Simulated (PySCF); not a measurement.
**TbF: one state, many levels of theory**

State: septet, about 8.2 electrons in the 4f shell (Mulliken), real f orbitals that mix terms. Set-up: basis Tb x2c-SVPall, F x2c-SVPall; spin-free X2C with a Gaussian nucleus; PySCF 2.14. De refers to Tb (4f9 6s2) + F in their high-spin ground configurations, without counterpoise correction. The functionals are run spin-unrestricted. A positive dipole means Tb(−)F(+).

```
      Level  Re (Å)  ωe (cm⁻¹)  De (eV)  μ (D)
        UHF   1.982        607      n/a  -2.22
    UHF-MP2   1.935        646      n/a    n/a
UHF-SCS-MP2   1.945        642      n/a    n/a
        PBE   1.940        615     5.98  -1.48
     r²SCAN   1.935        632     6.25  -1.66
       PBE0   1.943        612     6.48  -1.90
    r²SCAN0   1.938        632     6.67  -1.86
        M06   1.952        615     7.19  -2.17
    LC-ωPBE   1.974        579     6.37  -2.33
```

What does a quarter of exact exchange do here, going from PBE to PBE0?

PBE0 less PBE: +0.3 pm in Re, -0.5 % in ωe, +0.50 eV in De. Exact exchange removes part of the self-interaction that spreads semilocal densities, and in most molecules shortens and stiffens the bond and lowers De; here Re and ωe and De go the other way.

Correlated steps freeze 19 core orbitals. Spin–orbit coupling is left out, which matters for elements this heavy, above all for dissociation energies. Counting both spins, an empty level lies below a filled one in some of these solutions, because spin and occupation are held. The state is the lowest single determinant that the PBE0 search found; with open d or f shells the true ground state can be another one.

The whole job (state search and all levels along the bond) took about 13 min on 2 threads of Intel Xeon Platinum 8375C @ 2.90GHz (shared host), peak memory 3.4 GiB.
